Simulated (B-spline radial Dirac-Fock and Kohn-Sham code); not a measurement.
Calculated with a radial finite-basis atomic code, using the Dirac equation of a negative muon with reduced mass in the field of a spherical finite nucleus, with the Uehling potential to all orders; nuclear polarisation, deformation, hyperfine structure, self-energy, higher-order vacuum polarisation, relativistic recoil and electron screening are left out. The nuclear charge is a Fermi distribution (skin thickness 2.3 fm).

Task: A muonic atom of atomic mass 121.92 u emits these computed lines: 2p3/2 → 1s1/2 3999 keV, 3d5/2 → 2p3/2 1227 keV, 4f7/2 → 3d5/2 433.9 keV, 5g9/2 → 4f7/2 199.9 keV. Which element is it, and what rms charge radius was used?

Result: Barium (Z = 56, nuclide ¹²²Ba); the high transitions hardly feel the nucleus and fix Z. The 2p → 1s line lies 2990 keV below the value for a point nucleus without QED, which for this nuclear model gives a radius near 4.82 fm (4.8153 fm was used).
